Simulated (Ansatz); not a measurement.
A CCSD(T) single point on GeH6O3Si, SMILES `O[SiH](O)[O][GeH3]`.

```yaml
crystal:
  periodic: [false, false, false]
  atoms:
    - {symbol: O, position_ang: [-1.603999, -0.246723, 1.224924]}
    - {symbol: Si, position_ang: [-0.038561, -0.642269, 0.977222]}
    - {symbol: O, position_ang: [0.097878, -2.272363, 1.036976]}
    - {symbol: O, position_ang: [0.531805, -0.157981, -0.467188]}
    - {symbol: Ge, position_ang: [0.475199, 1.385150, -1.351862]}
    - {symbol: H, position_ang: [-2.268793, -0.820554, 0.840344]}
    - {symbol: H, position_ang: [0.703740, 0.029810, 2.061292]}
    - {symbol: H, position_ang: [0.762005, -2.665752, 0.469440]}
    - {symbol: H, position_ang: [0.693920, 2.535659, -0.356642]}
    - {symbol: H, position_ang: [1.609029, 1.305055, -2.380716]}
    - {symbol: H, position_ang: [-0.896924, 1.492968, -2.032989]}
basis:
  gaussian: {orbitals: def2-TZVPP}
correlation: {method: ccsd_t}
```

```sh
$ ansatz run in.yaml --threads 2 --pin off --events-out ev --progress --plain --max-ram 32768MiB --backend cuda --devices 0, --max-vram 18GiB
```

The program prints (abridged):

```
Functional definition: HF
1626 factors; integrals over basis functions are off by at most 1.1e-3 eV
mean field evaluation 1: about -70544.4429 eV, gradient 5.8e1 eV
mean field evaluation 2: about -70544.7247 eV, gradient 5.8e1 eV
mean field evaluation 4: about -70550.6048 eV, gradient 3.8e0 eV
mean field evaluation 8: about -70550.6718 eV, gradient 3.3e-1 eV
mean field -70550.67203805 eV, -2592.6893764352 hartree, gradient 2.6e-6 eV, S^2 0.000000; 0 other end points of the search recorded, 0 dependent functions left out
17 core orbitals not correlated: weight in the atoms' cores, before any rotation towards them, 1.000 or more for the frozen orbitals, at most 0.000 for the correlated occupied ones
reference -70550.67203805 eV, -2592.6893764352 hartree; 21, 21 occupied and 229, 229 virtual orbitals, 1626 factors
second order -29.78306531 eV of doubles, -0.00000000 eV of singles
cycle   1  -29.53804882 eV  change    2.5e-1 eV  update   1.2e-1
cycle   2  -30.30878210 eV  change   -7.7e-1 eV  update   3.4e-2
cycle   3  -30.46132743 eV  change   -1.5e-1 eV  update   1.7e-2
cycle   4  -30.43957906 eV  change    2.2e-2 eV  update   3.5e-3
cycle   5  -30.43816982 eV  change    1.4e-3 eV  update   1.6e-3
cycle   6  -30.43911929 eV  change   -9.5e-4 eV  update   4.3e-4
cycle   7  -30.43888222 eV  change    2.4e-4 eV  update   1.6e-4
cycle   8  -30.43880702 eV  change    7.5e-5 eV  update   4.8e-5
cycle   9  -30.43881329 eV  change   -6.3e-6 eV  update   1.8e-5
perturbative correction -1.05150145 eV, -0.0386419654 hartree
Total energy: -70582.16235278 eV, -2593.8466241568 hartree
```

Run time 9 s (2 threads of an AMD EPYC 7R13 on a shared host and a share of an NVIDIA H100 80 GB); peak host memory 0.84 GiB.

The correlation energy is -31.490 eV, 3.3 % of it from (T); the T1 diagnostic reads 0.0119.
